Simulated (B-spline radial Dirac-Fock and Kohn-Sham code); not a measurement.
# K-line shifts caused by a second vacancy in Ru³⁺

System: Ru³⁺, configuration [Kr] 4d5.

Level of theory: Dirac-Fock ΔSCF + Breit + QED; a radial B-spline solver. Each two-hole energy is an average over J within one jj subconfiguration, not an observable level; in light atoms, where LS coupling holds, the j-resolved values are not observed lines, and for a K spectator the Kα1 hypersatellite is nearly forbidden. Correlation and solid-state effects are left out.

Lines without a spectator: Kα2 (K-L2) 19148.5 eV, Kα1 (K-L3) 19277.5 eV, Kβ3 (K-M2) 21631.0 eV, Kβ1 (K-M3) 21653.5 eV. Shifts in eV with one spectator hole (a dash: not computed, or left out as unreliable):

| spectator hole | Kα2 | Kα1 | Kβ3 | Kβ1 |
| --- | --- | --- | --- | --- |
| K (1s) | +493.6 | +505.6 | +627.1 | +629.5 |
| L2 (2p1/2) | +52.5 | +65.6 | – | +141.2 |
| L3 (2p3/2) | +53.6 | +53.1 | +128.4 | – |
| M2 (3p1/2) | – | +6.79 | +15.79 | +19.36 |
| M3 (3p3/2) | +5.30 | – | +16.94 | +16.35 |
| M4 (3d3/2) | +0.58 | -1.60 | – | – |
| M5 (3d5/2) | -1.93 | -0.40 | – | – |

With n spectator holes in 2p, averaged over the 2p shell (energies in eV):

| n | KαLⁿ | step | hypersatellite KαʰLⁿ |
| --- | --- | --- | --- |
| 0 | 19234.5 | – | 19736.1 |
| 1 | 19291.0 | +56.5 | 19794.0 |
| 2 | 19348.7 | +57.7 | 19853.0 |
| 3 | 19407.7 | +58.9 | 19913.4 |
| 4 | 19467.8 | +60.2 | 19974.9 |
| 5 | 19529.2 | +61.4 | 20037.7 |
